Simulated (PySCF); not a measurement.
Delta-SCF ions had no search for a lower state. Excitations are Tamm–Dancoff values on a coarser integration grid. The basis has no diffuse functions, so Rydberg states are missing or too high.

Cartesian coordinates (Å):
```xyz
21

B     -2.8476     0.1719    -0.1617
C     -1.3104     0.0738    -0.3555
C     -0.4776     1.3043     0.0114
C      0.9623     1.2041    -0.4770
C      1.6239    -0.0888     0.0221
C      3.0086    -0.1864    -0.4337
N      4.0997    -0.2640    -0.8126
C      0.8115    -1.3239    -0.3936
C     -0.6281    -1.2201     0.0947
H     -3.5239    -0.8313    -0.1039
H     -3.3998     1.2498    -0.1722
H     -1.3705     0.0403    -1.4797
H     -0.9460     2.2167    -0.3886
H     -0.4772     1.4182     1.1107
H      1.5493     2.0751    -0.1473
H      0.9853     1.2059    -1.5806
H      1.6587    -0.0544     1.1272
H      0.8299    -1.4009    -1.4946
H      1.2923    -2.2348    -0.0050
H     -0.6370    -1.2607     1.1991
H     -1.2032    -2.0947    -0.2464
```
Charge 0, multiplicity 1.

Q: Give the LUMO, S1 excitation (TDA), total energy, vertical ionisation energy (Delta-SCF) and S1 oscillator strength at the level PySCF 2.14.0 with TPSSh-D3(BJ)/def2-TZVP // PBE0-D3(BJ)/def2-SVP.

A: 
The LUMO comes out as -1.94 eV, the S1 excitation (TDA) is 5.41 eV and the total energy is -353.7186 Ha. The vertical ionisation energy (Delta-SCF) is 10.07 eV and the S1 oscillator strength is 0.002.
